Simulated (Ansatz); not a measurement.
Li3Te⁺. Total charge 1; triplet. Geometry PBE0-D4/def2-TZVP; atoms count from 1.

```xyz
4

Li   -1.978   -0.751    1.098
Li    1.010    1.491   -2.632
Li    0.801   -1.003    1.995
Te    0.167    0.263   -0.461
```

In the def2 sets Te takes a core potential; there is no spin–orbit coupling. At PBE0-D4/def2-TZVP a singlet of charge 1 lies 2.66 eV below the triplet, each at its own geometry. The structure comes from a short search, and lower isomers may exist.

Question: Estimate the Mulliken populations from the PBE0/def2-TZVP orbitals of Ansatz.

Answer: 
| atom | charge (e) | spin (α − β) |
| --- | --- | --- |
| Li1 | 0.38 | 0.49 |
| Li2 | 0.79 | 0.04 |
| Li3 | 0.38 | 0.49 |
| Te4 | -0.54 | 0.97 |
Mulliken values and Mayer orders depend strongly on the basis.

Question: Where does the spin sit?

Answer: Summed by element: Li 1.03, Te 0.97, of 2 unpaired in all. Largest on single atoms: Te4 0.97, Li1 0.49, Li3 0.49.

Question: And the Mayer bond orders between bonded heavy atoms (over 0.3)?

Answer: Li1–Li3 0.51 (2.93 Å); Li2–Te4 0.34 (2.63 Å).
